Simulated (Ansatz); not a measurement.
P3Se7. The state is a doublet with charge 0. Geometry r2SCAN-D4/def2-SVP; atoms count from 1.

```xyz
10

P     2.144   -0.752   -1.460
P    -0.405   -1.297    1.043
P    -0.910    0.917    1.236
Se   -1.342   -1.414   -1.100
Se   -1.180    1.567    3.217
Se   -2.712    0.918   -0.012
Se    1.132    1.359   -1.697
Se    0.866    2.144    0.468
Se    0.573   -2.060   -2.410
Se    1.834   -1.383    0.716
```

The structure comes from a short search, and lower isomers may exist.

(1) Estimate the Mulliken populations from the PBE0/def2-SVP orbitals of Ansatz.

(2) Where does the spin sit?

(3) And the Mayer bond orders between heavy atoms (over 0.3)?

## Answers

(1) 
```tsv
atom	charge (e)	spin (α − β)
P1	0.11	0.00
P2	0.14	-0.01
P3	0.13	-0.04
Se4	0.01	0.19
Se5	-0.20	0.18
Se6	-0.07	0.57
Se7	-0.05	0.02
Se8	0.03	0.02
Se9	-0.03	0.08
Se10	-0.06	0.00
```
Mulliken values depend strongly on the basis.

(2) Summed by element: P -0.05, Se 1.05, of 1 unpaired in all. Largest on single atoms: Se6 0.57, Se4 0.19, Se5 0.18.

(3) P1–Se7 0.89 (2.35 Å); P1–Se9 1.03 (2.26 Å); P1–Se10 0.98 (2.29 Å); P2–P3 0.74 (2.28 Å); P2–Se4 0.92 (2.34 Å); P2–Se10 1.03 (2.26 Å); P3–Se5 1.40 (2.10 Å); P3–Se6 1.05 (2.19 Å); P3–Se8 0.84 (2.29 Å); Se4–Se6 0.38 (2.91 Å); Se4–Se9 0.92 (2.41 Å); Se7–Se8 1.07 (2.32 Å).
